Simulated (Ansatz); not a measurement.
Geometry optimisation, RHF/6-31G* in Ansatz 0.2.0.

Input file:

```yaml
crystal:
  periodic: [false, false, false]
  atoms:
    - { symbol: Al, position_ang: [0.02491, 0.563043, -0.301526] }
    - { symbol: H, position_ang: [-0.075486, -0.090007, 2.382379] }
    - { symbol: O, position_ang: [1.477734, -0.254735, -0.581085] }
    - { symbol: H, position_ang: [1.610452, -1.066556, -1.039145] }
    - { symbol: O, position_ang: [-1.491606, -0.016836, -0.772865] }
    - { symbol: H, position_ang: [-1.71274, -0.871995, -1.098791] }
    - { symbol: "N", position_ang: [0.099459, 2.192927, 0.583181] }
    - { symbol: H, position_ang: [0.961186, 2.673828, 0.733278] }
    - { symbol: H, position_ang: [-0.668044, 2.830633, 0.585057] }
    - { symbol: H, position_ang: [-0.041064, 0.585996, 2.185916] }
basis:
  gaussian: { orbitals: "6-31G*" }
hamiltonian:
  xc: hf
relax:
  f_tol: 0.03
  max_steps: 50
```

Command:

```bash
$ ansatz run input.yaml --threads 1 --pin off --max-ram 2048MiB --backend cpu --events-out ev --progress --plain --runs-dir out
```

**Question.** Where does it end, and by what steps?

**Answer.** It converged. The force dipped under the threshold on the way, but the program's further checks kept it going. After 19 steps the energy has fallen by 0.291 eV; H2 moved furthest, 1.35 Å.

```
step  energy less start (eV)  largest force component (eV/Å)  accepted
   0                  0.0000                           1.676       yes
   1                 -0.1908                           0.877       yes
   2                 -0.2545                           0.530       yes
   3                 -0.2742                           0.189       yes
   4                 -0.2700                           0.354        no
   5                 -0.2773                           0.112       yes
   6                 -0.2803                           0.014       yes
   7                 -0.2827                           0.072       yes
   8                 -0.2784                           0.554        no
   9                 -0.2845                           0.034       yes
  10                 -0.2853                           0.182       yes
  11                 -0.2867                           0.108       yes
  12                 -0.2883                           0.150       yes
  13                 -0.2890                           0.178       yes
  14                 -0.2900                           0.055       yes
  15                 -0.2906                           0.033       yes
  16                 -0.2909                           0.026       yes
  17                 -0.2905                           0.197        no
  18                 -0.2911                           0.034       yes
  19                 -0.2912                           0.027       yes
```

```xyz
10
Properties=species:S:1:pos:R:3
Al 0.042 0.585 -0.606
H -0.123 0.214 3.695
O 1.498 -0.176 -1.021
H 1.607 -0.967 -1.522
O -1.474 0.020 -1.109
H -1.653 -0.742 -1.634
N 0.108 2.030 0.399
H 0.948 2.450 0.734
H -0.689 2.560 0.680
H -0.079 0.572 3.060
```

Time of the run: 28 s on 1 thread of Arm Neoverse V1 (shared host), peak memory 0.13 GiB.
